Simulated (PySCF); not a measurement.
## Aluminium: a sound run and one with changed settings

Sound run: Al⁺ [Ne] 3s2, Al²⁺ [Ne] 3s1. Calculation: PySCF 2.14, in cc-pV(D+d)Z (4s3p2d, 23 functions); the non-relativistic Hamiltonian (point nucleus). In the sound run the correlated levels freeze [Ne]. The sound run starts from symmetry-adapted Hartree-Fock orbitals and uses a fine grid where one is needed.

Changed run: basis STO-3G. This setting is unsound on purpose.

| species | method | sound run (hartree) | changed run (hartree) | converged |
| --- | --- | --- | --- | --- |
| Al⁺ | UHF | -241.66833 | -238.88005 | yes |
| Al⁺ | PBE0 | -242.02225 | -239.19509 | yes |
| Al⁺ | LDA | -241.08161 | -238.22545 | yes |
| Al⁺ | MP2 | -241.69366 | -238.90216 | yes |
| Al⁺ | CCSD(T) | -241.70699 | -238.91866 | yes |
| Al²⁺ | UHF | -241.02361 | -238.27935 | yes |
| Al²⁺ | PBE0 | -241.33536 | -238.54643 | yes |
| Al²⁺ | LDA | -240.38644 | -237.56695 | yes |

Ionisation energy of Al⁺:

```json
{"method": "UHF", "sound run (eV)": "17.544", "changed run (eV)": "16.346"}
{"method": "PBE0", "sound run (eV)": "18.691", "changed run (eV)": "17.651"}
{"method": "LDA", "sound run (eV)": "18.916", "changed run (eV)": "17.919"}
{"method": "MP2", "sound run (eV)": "18.233", "changed run (eV)": "16.948"}
{"method": "SCS-MP2", "sound run (eV)": "18.371", "changed run (eV)": "17.068"}
{"method": "CCSD", "sound run (eV)": "18.596", "changed run (eV)": "17.397"}
{"method": "CCSD(T)", "sound run (eV)": "18.596", "changed run (eV)": "17.397"}
{"method": "CCSDT", "sound run (eV)": "18.596", "changed run (eV)": "17.397"}
{"method": "FCI", "sound run (eV)": "18.596", "changed run (eV)": "17.397"}
```

A minimal basis cannot let orbitals breathe on ionisation and holds almost no correlation.

For comparison, NIST gives 18.829 eV between the lowest levels.
